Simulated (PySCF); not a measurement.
Saddle point of CH₉GeN, closed shell (CH₆Ge ([CH3][GeH3]) + NH₃ → CH₇GeN ([CH3][GeH2][NH2]) + H₂; bonds formed: Ge1–N7, H2–H6; bonds broken: Ge1–H2, H6–N7), PBE0-D4/def2-TZVP structure:

```xyz
12
angstrom
Ge -0.7238 0.0990 0.0065
H 0.2927 -1.6049 -0.6041
H -1.9809 -0.7101 -0.3352
H -1.2191 1.5955 0.0202
C 0.1896 -0.1344 1.7102
H 0.6327 -0.7511 -1.3837
N 0.4549 0.3845 -1.5922
H -0.2824 0.4807 2.4789
H 0.1788 -1.1855 1.9925
H 1.2297 0.1794 1.6014
H -0.0178 0.6428 -2.4531
H 1.2456 1.0039 -1.4414
```

Energies are electronic, without zero-point energy. Barriers and step energies count from the start structure reached by relaxing down the imaginary mode; all methods use the PBE0-D4 structures, on which another method's saddle can fall below an end. PySCF 2.14 with density fitting (its default auxiliary sets; JK sets also for MP2 and CCSD(T)); basis: def2-TZVPP, with def2-QZVPP for the basis limit; cores frozen in the correlated methods. Filled d shells of the heavier atoms are correlated. The def2 sets are not built for correlating such inner shells, so the correlated values are less sure here. B3LYP uses VWN-RPA correlation. Extrapolation: Hartree–Fock as exp(−7.88 √X), correlation as X^−2.97.

```json
{"method": "SPW92", "barrier (eV)": "1.702", "step energy (eV)": "0.319"}
{"method": "PBE-D4", "barrier (eV)": "?", "step energy (eV)": "0.276"}
{"method": "r2SCAN-D4", "barrier (eV)": "?", "step energy (eV)": "0.263"}
{"method": "PBE0-D4", "barrier (eV)": "2.134", "step energy (eV)": "0.302"}
{"method": "B3LYP-D4", "barrier (eV)": "2.236", "step energy (eV)": "0.276"}
{"method": "BHLYP-D4", "barrier (eV)": "2.414", "step energy (eV)": "0.303"}
{"method": "wB97M-V", "barrier (eV)": "2.277", "step energy (eV)": "0.284"}
{"method": "HF", "barrier (eV)": "?", "step energy (eV)": "0.350"}
{"method": "MP2", "barrier (eV)": "2.306", "step energy (eV)": "0.192"}
{"method": "CCSD", "barrier (eV)": "2.425", "step energy (eV)": "0.285"}
{"method": "CCSD(T)", "barrier (eV)": "2.328", "step energy (eV)": "0.257"}
```

(1) Fill in the withheld barriers. (To be estimated.)

No T1 diagnostic of these runs exceeds 0.012.

Results:

(1) By the calculation: PBE-D4 1.980; r2SCAN-D4 2.120; HF 2.843 eV. Each is the energy of the saddle less that of the start structure, by the same method.

For comparison, the barrier by CCSD(T) at an estimated basis limit (MP2 extrapolated from triple and quadruple zeta, plus CCSD(T) − MP2 in triple zeta) is 2.363 eV.

Labels in which every atom is bracketed show which atoms are joined, not bond orders.

For scale, one of the runs: CCSD(T)/def2-TZVPP, 236 basis functions, launched by `OMP_NUM_THREADS=4 python run.py`. Hardware: 4 CPU threads of an Intel Xeon, shared host. Wall time 29 min; peak host memory 5.1 GiB.
